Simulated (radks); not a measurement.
Spherical jellium clusters: N electrons in a uniform positive sphere of charge N and radius rs N^(1/3), rs = 3.53 bohr. Calculated with a radial shooting solver with Libxc functionals: non-relativistic Kohn-Sham, LDA (Slater exchange, Perdew-Wang correlation), spin-polarised, spherical densities. Levels are named by radial order and angular momentum (1s, 1p, 1d, 2s, ...), and open shells are averaged over m.

N = 15, configuration 1s2 1p6 1d(up 5, down 2). This is the lowest configuration that the search found. Occupied and some empty levels:

| level | occupation | eigenvalue (eV) | <r> (bohr) |
|---|---|---|---|
| 1s up | 1 | -5.9020 | 5.402 |
| 1s down | 1 | -5.6621 | 5.260 |
| 1p up | 3 | -4.6954 | 6.549 |
| 1p down | 3 | -4.3923 | 6.529 |
| 1d up | 5 | -3.2441 | 7.440 |
| 1d down | 2 | -2.9341 | 7.502 |
| 2s up | 0 | -2.7290 | 6.612 |
| 2s down | 0 | -2.5721 | 6.736 |
| 1f up | 0 | -1.6355 | 8.375 |
| 1f down | 0 | -1.3550 | 8.539 |
| 2p up | 0 | -1.1780 | 8.913 |
| 2p down | 0 | -1.0367 | 9.158 |

Energy (eV): total -25.8370, kinetic 32.974, external -825.66, Hartree 404.92, exchange-correlation -60.033, background 421.97.

Electron density:

| r (bohr) | n(r) (e/bohr^3) |
|---|---|
| 1.00 | 0.003087 |
| 2.07 | 0.003803 |
| 3.15 | 0.004877 |
| 4.22 | 0.005943 |
| 5.29 | 0.006412 |
| 6.37 | 0.005756 |
| 7.44 | 0.004053 |
| 8.51 | 0.002161 |
| 9.58 | 0.0009080 |
| 10.7 | 0.0003301 |
| 11.7 | 0.0001113 |
| 12.8 | 0.00003583 |
| 13.9 | 0.00001109 |
